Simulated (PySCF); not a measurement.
2-methylbut-2-ene (C5H10), SMILES CC=C(C)C.

Geometry: B3LYP-D3(BJ)/def2-SVP.

Two levels are set side by side: TDDFT-PBE/def2-SVPD (PySCF) and TDDFT-LC-ωPBE/def2-SVPD (PySCF). Vertical, same geometry. The lowest singlet is HOMO→LUMO+1 100 % with PBE and HOMO→LUMO 83 % with the other functional; states are paired by order. Differences are taken from unrounded values.

| quantity | TDDFT-PBE |
|---|---|
| lowest singlet excitation (eV) | 5.62 |
| lowest triplet excitation (TDA) (eV) | 4.29 |
| first bright state (f over 0.05) (eV) | 6.72 |
| its oscillator strength | 0.46 |

These are the TDDFT-PBE values. What does TDDFT-LC-ωPBE give? (The exact figures need the calculation; the answer reports its results.)


```csv
quantity,TDDFT-LC-ωPBE,TDDFT-PBE minus TDDFT-LC-ωPBE
lowest singlet excitation (eV),7.16,-1.53
lowest triplet excitation (TDA) (eV),4.11,0.18
first bright state (f over 0.05) (eV),7.27,-0.55
its oscillator strength,0.55,-0.08
```

Functionals without exact exchange tend to place singlet excitations lower, as here. Differences between two approximate levels are no errors against the true value.

Rough cost on one machine, each run with all the roots and properties that it gave: TDDFT-LC-ωPBE against TDDFT-PBE about 8 times.
